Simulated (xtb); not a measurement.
CF$_{2}$I (SMILES F[C](F)I), doublet, from a rough starting geometry; GFN2-xTB (xtb 6.7.1).

The xtb input:
```
$ xtb mol.xyz --gfn 2 --uhf 1 --opt vtight --json

# file mol.xyz
4

F     -0.85966724    -1.06946394    -0.06771236
C     -0.25463764     0.02899631     0.33699807
F     -0.82113120     1.11492104    -0.09416201
I      1.84644243    -0.03142348    -0.01026783
```

Problem. Write the output that xtb gives for this input, abridged.

Solution. 
```
   ID    Z sym.   atoms
    1    9 F      1, 3
    2    6 C      2
    3   53 I      4

           -------------------------------------------------
          |                Calculation Setup                |
           -------------------------------------------------

           -------------------------------------------------
          |                 G F N 2 - x T B                 |
           -------------------------------------------------

          ...................................................
          :                      SETUP                      :
          :.................................................:
          :  # basis functions                  22          :
          :  # atomic orbitals                  21          :
          :  # shells                            9          :
          :  # electrons                        25          :
          :  max. iterations                   250          :
          :  Hamiltonian                  GFN2-xTB          :
          :  restarted?                      false          :
          :  GBSA solvation                  false          :
          :  PC potential                    false          :
          :  electronic temp.          300.0000000     K    :
          :  accuracy                    1.0000000          :
          :  -> integral cutoff          0.2500000E+02      :
          :  -> integral neglect         0.1000000E-07      :
          :  -> SCF convergence          0.1000000E-05 Eh   :
          :  -> wf. convergence          0.1000000E-03 e    :
          :  Broyden damping             0.4000000          :
          :  net charge                          0          :
          :  unpaired electrons                  1          :
          ...................................................

 iter      E             dE          RMSdq      gap      omega  full diag
   1    -15.2774787 -0.152775E+02  0.702E+00    3.06       0.0  T
   2    -15.3094816 -0.320029E-01  0.107E+01    3.95       1.0  T
   3    -15.3432494 -0.337678E-01  0.872E+00    3.86       1.0  T
   4    -15.3445904 -0.134107E-02  0.439E+00    3.88       1.0  T
   5    -15.3636869 -0.190965E-01  0.149E+00    3.73       1.0  T
   6    -15.3644866 -0.799612E-03  0.703E-01    3.67       1.0  T
   7    -15.3645101 -0.235644E-04  0.267E-01    3.64       1.0  T
   8    -15.3645319 -0.217315E-04  0.168E-01    3.65       1.0  T
   9    -15.3645383 -0.642068E-05  0.160E-02    3.65       3.1  T
  10    -15.3645383 -0.325392E-07  0.786E-03    3.65       6.4  T
  11    -15.3645383 -0.264106E-07  0.222E-03    3.65      22.6  T
  12    -15.3645383 -0.168246E-08  0.557E-04    3.65      89.7  T
  13    -15.3645383 -0.175977E-09  0.838E-05    3.65     596.7  T

   *** convergence criteria satisfied after 13 iterations ***

         :::::::::::::::::::::::::::::::::::::::::::::::::::::
         ::                     SUMMARY                     ::
         :::::::::::::::::::::::::::::::::::::::::::::::::::::
         :: total energy             -15.329048903323 Eh    ::
         :: gradient norm              0.035775819491 Eh/a0 ::
         :: HOMO-LUMO gap              3.648757259514 eV    ::
         ::.................................................::
         :: SCC energy               -15.364538267411 Eh    ::
         :: -> isotropic ES            0.014966129761 Eh    ::
         :: -> anisotropic ES          0.002250193346 Eh    ::
         :: -> anisotropic XC         -0.008809064849 Eh    ::
         :: -> dispersion             -0.001979792300 Eh    ::
         :: repulsion energy           0.035489364087 Eh    ::
         :: add. restraining           0.000000000000 Eh    ::
         :: total charge               0.000000000000 e     ::
         :::::::::::::::::::::::::::::::::::::::::::::::::::::

      -----------------------------------------------------------
     |                   =====================                   |
[...]
 * total energy  :   -15.3290489 Eh     change       -0.2104983E-11 Eh
 * total energy  :   -15.3281520 Eh     change        0.8969408E-03 Eh
 * total energy  :   -15.3302653 Eh     change       -0.2113333E-02 Eh
 * total energy  :   -15.3304067 Eh     change       -0.1413619E-03 Eh
 * total energy  :   -15.3304624 Eh     change       -0.5577277E-04 Eh
 * total energy  :   -15.3304368 Eh     change        0.2564185E-04 Eh
 * total energy  :   -15.3304661 Eh     change       -0.2935050E-04 Eh
 * total energy  :   -15.3304689 Eh     change       -0.2715398E-05 Eh
 * total energy  :   -15.3304697 Eh     change       -0.8871543E-06 Eh
 * total energy  :   -15.3304697 Eh     change       -0.7657874E-09 Eh
   *** GEOMETRY OPTIMIZATION CONVERGED AFTER 10 ITERATIONS ***
         :: total energy             -15.330469741964 Eh    ::
[...]

           -------------------------------------------------
          |                Property Printout                |
           -------------------------------------------------

    * Orbital Energies and Occupations

         #    Occupation            Energy/Eh            Energy/eV
      -------------------------------------------------------------
         1        2.0000           -0.8919966             -24.2725
         2        2.0000           -0.8828391             -24.0233
         3        2.0000           -0.7875202             -21.4295
         4        2.0000           -0.6633822             -18.0515
         5        2.0000           -0.6232048             -16.9583
         6        2.0000           -0.6126681             -16.6715
         7        2.0000           -0.6048312             -16.4583
         8        2.0000           -0.5618105             -15.2876
         9        2.0000           -0.5527221             -15.0403
        10        2.0000           -0.5264912             -14.3266
        11        2.0000           -0.4692049             -12.7677
        12        2.0000           -0.4593009             -12.4982
        13        1.0000           -0.3944168             -10.7326 (HOMO)
        14                         -0.2595252              -7.0620 (LUMO)
        15                         -0.0440101              -1.1976
        16                         -0.0358961              -0.9768
        17                         -0.0232477              -0.6326
        18                         -0.0120837              -0.3288
        19                          0.1312606               3.5718
        20                          0.1402677               3.8169
        21                          0.3824746              10.4077
      -------------------------------------------------------------
                  HL-Gap            0.1348916 Eh            3.6706 eV
             Fermi-level           -0.3769149 Eh          -10.2564 eV

     #   Z          covCN         q      C6AA      α(0)
     1   9 F        0.870    -0.141    10.639     3.854
     2   6 C        2.528     0.270    22.536     7.757
     3   9 F        0.870    -0.141    10.639     3.854
     4  53 I        1.127     0.012   371.031    33.251

 Mol. C6AA /au·bohr⁶  :        914.823503
 Mol. C8AA /au·bohr⁸  :      55569.076624
 Mol. α(0) /au        :         48.715880

Wiberg/Mayer (AO) data.
largest (>0.10) Wiberg bond orders for each atom

 ---------------------------------------------------------------------------
     #   Z sym  total        # sym  WBO       # sym  WBO       # sym  WBO
 ---------------------------------------------------------------------------
     1   9 F    1.229 --     2 C    1.084
     2   6 C    3.342 --     4 I    1.173     3 F    1.084     1 F    1.084
     3   9 F    1.229 --     2 C    1.084
     4  53 I    1.343 --     2 C    1.173
 ---------------------------------------------------------------------------

Topologies differ in total number of bonds
Writing topology from bond orders to xtbtopo.mol

molecular dipole:
                 x           y           z       tot (Debye)
 q only:        0.393      -0.005       0.210
   full:       -0.076       0.004       0.156       0.442
molecular quadrupole (traceless):
                xx          xy          yy          xz          yz          zz
 q only:       -0.017      -0.011      -0.945      -0.207       0.036       0.962
  q+dip:       -3.469       0.061      -0.086      -0.306       0.060       3.555
   full:       -2.464       0.026      -0.649      -0.580       0.067       3.113

optimized geometry written to: xtbopt.xyz

           -------------------------------------------------
          | TOTAL ENERGY              -15.330469741964 Eh   |
          | GRADIENT NORM               0.000012152709 Eh/α |
          | HOMO-LUMO GAP               3.670587671804 eV   |
           -------------------------------------------------

normal termination of xtb
```
